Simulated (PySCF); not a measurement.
PySCF 2.14 output of an unrestricted r2SCAN calculation on a single atom or ion in dyall-acv3z, with no relativity, point nucleus:

```
SCF conv_tol = 1e-09
number electrons alpha = 7  beta = 5
    J. W. Furness, A. D. Kaplan, J. Ning, J. P. Perdew, and J. Sun.,  J. Phys. Chem. Lett. 11, 8208-8215 (2020)
    J. W. Furness, A. D. Kaplan, J. Ning, J. P. Perdew, and J. Sun.,  J. Phys. Chem. Lett. 11, 9248-9248 (2020)
    J. W. Furness, A. D. Kaplan, J. Ning, J. P. Perdew, and J. Sun.,  J. Phys. Chem. Lett. 11, 8208-8215 (2020)
    J. W. Furness, A. D. Kaplan, J. Ning, J. P. Perdew, and J. Sun.,  J. Phys. Chem. Lett. 11, 9248-9248 (2020)
cycle= 1 E= -241.738617578021  delta_E= -0.00555  |g|= 0.0101  |ddm|= 0.0865
cycle= 2 E= -241.738631524517  delta_E= -1.39e-05  |g|= 0.00101  |ddm|= 0.00548
cycle= 3 E= -241.738631773599  delta_E= -2.49e-07  |g|= 0.000394  |ddm|= 0.000615
cycle= 4 E= -241.73863179078  delta_E= -1.72e-08  |g|= 6.81e-05  |ddm|= 8.7e-05
cycle= 5 E= -241.73863179153  delta_E= -7.5e-10  |g|= 3.54e-06  |ddm|= 2.41e-05
converged SCF energy = -241.73863179153  <S^2> = 2.0000375  2S+1 = 3.000025
```

The run itself started from symmetry-adapted Hartree-Fock orbitals and held the occupation by maximum overlap, on a logarithmic radial grid, so the iterations belong to that start.

**Question.** Which element, charge and spin multiplicity is this?

**Answer.** Al⁺ (aluminium, charge +1), multiplicity 3; the state was [Ne] 3p2, high-spin 3P determinant (an excited configuration).
